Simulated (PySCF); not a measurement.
**Working out the ionisation energy of Co**

Co [Ar] 3d7 4s2 (4F) → Co⁺ [Ar] 3d8 (3F). Calculation: PySCF 2.14, in dyall-av2z (16s12p7d2f, 101 functions); the non-relativistic Hamiltonian (point nucleus). Frozen: [Ar]; the 33 highest virtual orbitals dropped. Energies in hartree (1 hartree = 27.21139 eV):

| part | Co (lower) | Co⁺ (upper) |
| --- | --- | --- |
| UHF | -1381.404636 | -1381.115927 |
| MP2 opposite-spin | -0.136404 | -0.157615 |
| MP2 same-spin | -0.085961 | -0.095888 |

Problem. What does Hartree-Fock give?

Solution. (-1381.115927) − (-1381.404636) = 0.288709 hartree = 7.856 eV.

Problem. What do MP2 and SCS-MP2 (6/5 opposite-spin, 1/3 same-spin) give?

Solution. The opposite-spin parts differ by -0.577 eV and the same-spin parts by -0.270 eV. MP2: 7.856 + (-0.577) + (-0.270) = 7.009 eV. SCS-MP2: 7.856 + 1.2 × (-0.577) + (-0.270)/3 = 7.074 eV.

Measured between the centres of the two terms (NIST): 7.869 eV, so MP2 (valence) is off by -0.860 eV.

The calculation is non-relativistic.

A double-zeta basis recovers only part of the correlation energy.

What remains against the reference includes basis incompleteness, the frozen core and correlation beyond second order.
